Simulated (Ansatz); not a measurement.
CHClFNSi, SMILES `FC1=N[SiH]1Cl`, relaxed with RKS PBE-D4/def2-SVP in Ansatz 0.2.0 from a rough embedded geometry. The force threshold is 0.03 eV/Å; the program also tests the step.

The species carries charge 0 and has multiplicity 1.

Start:

```xyz
6

F    -0.794   -1.894    1.113
C    -0.467   -0.733    0.523
N    -0.873    0.404    0.801
Si    0.341    0.207   -0.605
Cl    2.082    1.112   -0.061
H    -0.290    0.903   -1.772
```

(1) By how much does the energy fall, and how many steps does the optimiser take? (Estimate.)

(2) Which bonds change most? (An estimate is asked.)

(3) Give the relaxed structure. (Best estimate.)

## Answers

(1) Ansatz gave: 49.43 kJ/mol, in 6 steps.

(2) Ansatz gave: C2–Si4 from 1.676 to 1.784 Å; C2–N3 from 1.239 to 1.285 Å; N3–Si4 from 1.868 to 1.825 Å; Si4–Cl5 from 2.037 to 2.057 Å.

(3) The calculation gave: 
```xyz
6

F    -0.826   -1.962    1.081
C    -0.512   -0.791    0.550
N    -0.913    0.382    0.889
Si    0.271    0.421   -0.500
Cl    2.170    1.134   -0.163
H    -0.190    0.816   -1.858
```
